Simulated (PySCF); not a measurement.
Several molecules and their computed UV-vis stick spectra, shuffled. The calculation used TDDFT CAM-B3LYP/def2-SVPD, vertical, gas phase, core orbitals frozen in the response (PySCF 2.14.0, density-fitted response routines). Geometries: GFN2-xTB; one conformer of each isolated species. Triplets are in the Tamm–Dancoff approximation.

A. `C#CC#C/C=C/C(F)(F)F`
B. `[SiH3]C#C[SiH2]O[SiH3]`
C. `COC=O`

Lowest singlet levels (six at most, fewer where fewer were computed) with oscillator strengths:

1. 6.02 eV (f 0.002); 8.16 eV (f 0.046); 8.44 eV (f 0.137); 8.66 eV (f 0.000); 8.70 eV (f 0.023); 9.09 eV (f 0.065); T1 5.46 eV
2. 4.04 eV (f 0.000); 4.42 eV (f 0.201); 4.73 eV (f 0.000); 6.25 eV (f 1.047); 6.53 eV (f 0.000); 6.99 eV (f 0.001); T1 2.88 eV
3. 5.55 eV (f 0.000); 5.87 eV (f 0.003); 5.95 eV (f 0.001); 7.10 eV (f 0.004); 7.38 eV (f 0.021); 7.61 eV (f 0.002); T1 4.68 eV

Task: Which spectrum belongs to which structure?

Result: 1 = C, 2 = A, 3 = B.
- A: S1 at 4.04 eV, HOMO-1→LUMO (93%); Löwdin shares by element: HOMO carbon 70% or more (atoms not listed hold the other 30%); LUMO carbon 66% or more (atoms not listed hold the other 34%); HOMO -8.68 and LUMO -1.37 eV; point group Cs, 3 of its 6 listed states under f = 0.0005.
- B: S1 at 5.55 eV, HOMO→LUMO (72%), HOMO-1→LUMO+1 (9%); Löwdin shares by element: HOMO carbon 67%, silicon 14% or more (atoms not listed hold the other 19%); LUMO carbon 41%, silicon 28% or more (atoms not listed hold the other 31%); HOMO -9.48 and LUMO 0.18 eV.
- C: S1 at 6.02 eV, HOMO→LUMO (96%); Löwdin shares by element: HOMO oxygen 76%, carbon 13% or more, hydrogen 7% or more; LUMO oxygen 48%, carbon 39% or more, hydrogen 10% or more; HOMO -9.97 and LUMO 1.18 eV.
